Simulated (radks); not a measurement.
Results of a calculation; reference values are marked as such.
Ionisation of Cd+, [Kr] 4d10 5s1, to Cd2+, [Kr] 4d10, under several functionals. Scalar-relativistic Kohn-Sham, spin-polarised, spherical densities, finite nucleus; open shells are filled with parallel spins first (spin-orbit coupling, left out, can overturn this in heavy ions); a radial shooting solver on a logarithmic mesh with Libxc functionals.

\begin{tabular}{lrrrrrr}
functional & E(Cd+) (hartree) & Exc (hartree) & IE (eV) & -e(HOMO) (eV) & <r> HOMO (bohr) & IE error (eV) \\ \hline
HCTH/407 & -5597.79231 & -157.91320 & 17.160 & 13.383 & 2.607 & +0.251 \\
BLYP & -5594.78959 & -154.68177 & 17.469 & 13.472 & 2.638 & +0.560 \\
TASK exchange with Perdew-Wang LDA correlation & -5593.78800 & -153.37606 & 16.699 & 14.083 & 2.573 & -0.210 \\
exchange-only LDA & -5584.61907 & -144.40066 & 16.727 & 12.908 & 2.662 & -0.182 \\
AM05 & -5589.37957 & -149.24114 & 17.318 & 13.501 & 2.623 & +0.410 \\
B86b exchange with PBE correlation & -5594.86579 & -154.77610 & 17.380 & 13.505 & 2.638 & +0.471 \\
SCAN & -5595.36599 & -155.07232 & 17.331 & 13.897 & 2.604 & +0.423 \\
r2SCAN & -5594.97848 & -154.66450 & 17.115 & 13.715 & 2.635 & +0.207 \\
\end{tabular}

NIST Atomic Spectra Database: 16.908 eV (measured). Closest: exchange-only LDA. The Delta-SCF values span 0.77 eV, the total energies 13.17 hartree. The highest occupied level is 5s.
